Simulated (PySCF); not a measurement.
H4SeSi, SMILES [SeH][SiH3].

Geometry: PBE0-D3(BJ)/def2-TZVP.

These are PySCF 2.14.0 with TDDFT-ωB97X/def2-SVPD values and carry that method's errors.

Vertical excitations.  State labels are in the subgroup Cs.

```json
[
 {"state": "S1", "symmetry": "A\"", "energy (eV)": "5.44", "λ (nm)": "228", "f": "0.000", "main pairs": "HOMO→LUMO+1 77 %, HOMO→LUMO+5 16 %"},
 {"state": "S2", "symmetry": "A\"", "energy (eV)": "5.82", "λ (nm)": "213", "f": "0.041", "main pairs": "HOMO→LUMO 94 %"},
 {"state": "S3", "symmetry": "A\"", "energy (eV)": "7.11", "λ (nm)": "174", "f": "0.001", "main pairs": "HOMO→LUMO+4 66 %, HOMO→LUMO+3 18 %"},
 {"state": "S4", "symmetry": "A'", "energy (eV)": "7.36", "λ (nm)": "168", "f": "0.011", "main pairs": "HOMO→LUMO+7 76 %, HOMO−1→LUMO+1 13 %"},
 {"state": "S5", "symmetry": "A\"", "energy (eV)": "7.53", "λ (nm)": "165", "f": "0.025", "main pairs": "HOMO→LUMO+5 47 %, HOMO→LUMO+2 27 %, HOMO→LUMO+1 12 %"},
 {"state": "S6", "symmetry": "A'", "energy (eV)": "7.81", "λ (nm)": "159", "f": "0.060", "main pairs": "HOMO−1→LUMO 56 %, HOMO−1→LUMO+1 29 %"},
 {"state": "S7", "symmetry": "A\"", "energy (eV)": "7.93", "λ (nm)": "156", "f": "0.000", "main pairs": "HOMO→LUMO+2 52 %, HOMO→LUMO+5 31 %, HOMO→LUMO+3 11 %"},
 {"state": "S8", "symmetry": "A\"", "energy (eV)": "8.01", "λ (nm)": "155", "f": "0.033", "main pairs": "HOMO→LUMO+3 57 %, HOMO→LUMO+4 19 %, HOMO→LUMO+2 9 %"},
 {"state": "S9", "symmetry": "A'", "energy (eV)": "8.10", "λ (nm)": "153", "f": "0.247", "main pairs": "HOMO→LUMO+6 74 %, HOMO−1→LUMO+1 15 %"},
 {"state": "S10", "symmetry": "A'", "energy (eV)": "8.36", "λ (nm)": "148", "f": "0.136", "main pairs": "HOMO−1→LUMO 25 %, HOMO→LUMO+6 17 %, HOMO→LUMO+7 13 %, HOMO−1→LUMO+1 13 %"},
 {"state": "T1", "symmetry": "A\"", "energy (eV)": "5.07", "λ (nm)": "244", "f": "0", "main pairs": "HOMO→LUMO+1 70 %, HOMO→LUMO+5 20 %"},
 {"state": "T2", "symmetry": "A\"", "energy (eV)": "5.45", "λ (nm)": "227", "f": "0", "main pairs": "HOMO→LUMO 87 %"},
 {"state": "T3", "symmetry": "A'", "energy (eV)": "6.83", "λ (nm)": "181", "f": "0", "main pairs": "HOMO−1→LUMO+1 53 %, HOMO→LUMO+7 16 %, HOMO−1→LUMO+5 11 %"},
 {"state": "T4", "symmetry": "A\"", "energy (eV)": "7.01", "λ (nm)": "177", "f": "0", "main pairs": "HOMO→LUMO+4 66 %, HOMO→LUMO+3 18 %"}
]
```
Triplets are in the Tamm–Dancoff approximation, which puts them higher than full response would, so one can lie above its singlet here.
